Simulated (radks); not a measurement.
Results of a calculation; reference values are marked as such.
Ionisation of Ne+, [He] 2s2 2p5, to Ne2+, [He] 2s2 2p4, under several functionals. Dirac Kohn-Sham, spin-unpolarised, spherical densities, finite nucleus; open shells fill j = l - 1/2 first; a radial shooting solver on a logarithmic mesh with Libxc functionals.

functional                                      E(Ne+) (hartree)  Exc (hartree)  IE (eV)  -e(HOMO) (eV)  <r> HOMO (bohr)  IE error (eV)
LDA (Slater exchange, VWN5 correlation)               -127.54702      -11.14963   43.366         32.397           0.8840         +2.403
LDA (Slater exchange, Perdew-Wang correlation)        -127.54368      -11.14607   43.358         32.390           0.8841         +2.395
SOGGA                                                 -127.78609      -11.40294   42.974         32.006           0.8846         +2.011
PBE                                                   -128.18895      -11.82194   43.217         32.228           0.8842         +2.254

NIST Atomic Spectra Database: 40.963 eV (measured). Closest: SOGGA. The Delta-SCF values span 0.39 eV, the total energies 0.65 hartree. The highest occupied level is 2p3/2. Spin polarisation and multiplet splitting are left out, so open shells lie too high by an amount that depends on their filling.

Beside tabulated values, note that spin-unpolarised runs miss the spin-polarisation part of the exchange energy of open shells.
